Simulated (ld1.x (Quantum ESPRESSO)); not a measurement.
## Before and after: TM semilocal potential for Yb

| Quantity | Value |
| --- | --- |
| Element | ytterbium |
| Generator | ld1.x (Quantum ESPRESSO) 7.5 |
| Type | norm-conserving Troullier–Martins (semilocal form) |
| Functional | PBEsol |
| Relativity | scalar-relativistic |
| Frozen core | [Kr] 4d10 |
| Valence charge | 24 |
| Reference configuration | 4f14 5s2 5p6 5d0 6s0.5 6p0 (charge +1.5) |
| Partial waves | 5s (bound): rc 1.40 bohr; 5d (bound, empty): rc 2.85 bohr; 4f (bound): rc 1.05 bohr; 5p (bound): rc 1.55 bohr |
| Local potential | the p channel |
| Core correction | none |

Occupied shells without a wave of their own: 6s. They enter only through the test configuration that unscreens the potential.

All-electron outer shells of the reference configuration (PBEsol, scalar-relativistic, ld1.x):

```
shell  level (eV)  outermost node (bohr)  outermost maximum (bohr)
   4p     -348.41                   0.26                      0.48
   4d     -188.32                   0.24                      0.49
   5s      -65.65                   0.58                      1.07
   5p      -38.11                   0.62                      1.24
   4f      -13.60                      –                      0.49
   6s      -12.10                   1.45                      2.97
   5d       -9.77                   0.70                      1.89
   6p       -7.88                   1.77                      3.86
```

Change: all radii scaled by about 1.03 (s 1.44, p 1.60, d 2.94, f 1.08 bohr).

Cutoffs: the cutoffs (Ry, on a coarse ladder) from which the occupation-weighted sum of valence levels, in a spherical-Bessel basis at the reference potential, stays within 10 and 1 mRy of its value at 400 Ry; they do not see the model core or the augmentation charge, which bear on the density cutoff. Errors are all-electron minus pseudo energies relative to the spin-unpolarised reference configuration.

**Question.** What does the change do?

**Answer.** The number of tests that count goes from 6 to 7; of the 6 tests that both files solve, the error grows in 5 and shrinks in 0 by more than 15 % and 0.3 meV (median size 113.5 → 166.8 meV); neither file shows a bound ghost at the reference potential, the only one tested. More of the atom is replaced by a form fitted at one configuration, so other configurations suffer. A semilocal file is local in each channel, so a ghost entry of none says nothing of the separable form that plane-wave codes build from it.

```tsv
quantity	base	changed
bound ghosts	none	none
largest miss of a reference level, eV	0.13	0.19
tests counted (converged, no solver errors)	6 of 7	7 of 7
error for 4f14 5s2 5p6 5d0 6s2 6p0, meV [ΔE -11.88 eV]	+128	+188
error for 4f14 5s2 5p6 5d0 6s0 6p0, meV [ΔE 6.79 eV]	-79	-116
error for 4f12 5s2 5p6 5d0 6s0 6p0, meV [ΔE 79.89 eV]	-409	-413
error for 4f13 5s2 5p6 5d0 6s2 6p0, meV [ΔE -1.40 eV]	+258	+408
error for 4f14 5s2 5p6 5d0 6s1.5 6p0, meV [ΔE -9.27 eV]	+99	+146
error for 4f13 5s2 5p6 5d1 6s1 6p0, meV [ΔE 0.46 eV]	-11	+38
```

Base: Tests not counted: 4f14 5s2 5p6 5d0 6s1 6p0 (solver errors, printed error -5192 eV). ld1.x printed “convergence not achieved” for 5 of the counted tests; their residual had stalled under 1e-8, short of the target of 1e-14. The 6s level has no wave, so the channel is fitted at the deeper level alone: the likely source of the large errors. Changed file: ld1.x printed “convergence not achieved” for 6 of the counted tests; their residual had stalled under 1e-8, short of the target of 1e-14. The 6s level has no wave, so the channel is fitted at the deeper level alone: the likely source of the large errors.
